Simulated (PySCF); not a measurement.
germylsilane anion (GeH₆Si), SMILES [SiH3][GeH3] (connectivity only; charge and spin as stated), charge -1, multiplicity 2.

Coordinates come from a PBE0-D3(BJ)/def2-SVPD optimisation. The spin state was assumed, not searched.

Method: M06-2X/def2-TZVPD in PySCF.

The molecule is in vacuum. A positive occupied level means that this level leaves the electron formally unbound; only the finite basis holds it.

```yaml
total_energy: -2370.03740 hartree
point_group: Cs
"α spin, highest occupied and lowest empty level": 0.02 and 4.51 eV
"β spin, highest occupied and lowest empty level": -3.18 and 3.45 eV
dipole_moment_about_the_centre_of_nuclear_charge: 1.97 D
mean_static_polarisability: 121.4 bohr³ (17.99 Å³)
polarisability_principal_values: 84.7, 97.2, 182.2 bohr³
"⟨S²⟩": 0.759 (pure state 0.75)
```
